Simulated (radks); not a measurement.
Question: Radial electron density D(r) = 4 pi r^2 rho(r) of an atom or ion with 34 electrons. All-electron calculation, scalar-relativistic Kohn-Sham, OLYP, spin-unpolarised, spherical densities, finite nucleus; Fermi nuclear charge, rms radius of each element as measured or else 0.836 A^(1/3) + 0.57 fm. Program: a radial shooting solver on a logarithmic mesh with Libxc functionals.

r (bohr)  D(r) (e/bohr)
0.006801          12.91
0.009071          19.12
0.0121            26.84
0.01601           34.88
0.02135           41.78
0.02848           44.78
0.03798           42.68
0.05065           38.14
0.06756           37.62
0.09011           44.93
0.1202            53.10
0.1603            49.50
0.2138            35.76
0.2852            30.04
0.3803            35.96
0.5073            34.58
0.6766            20.68
0.9024            8.996
1.204             5.651
1.592             4.523
2.124             2.285
2.833            0.6001
3.778           0.08052
5.039          0.004039

What is the nuclear charge?

Answer: Z = 36. The innermost maximum, from 1s, lies near gamma/Z bohr with gamma = sqrt(1 - (Z/c)^2) = 0.965, here 0.0268 bohr (found: 0.0292), and its height grows with Z. The density is that of the krypton ion Kr2+ in [Ar] 3d10 4s2 4p4; the configuration itself is not fixed sharply by these data, and Z only to about a unit. D(r) has 3 maxima, at r = 0.0292, 0.130, 0.429 bohr, and minima at 0.0599, 0.274 bohr, inside which lie 2.06, 11.04 electrons.
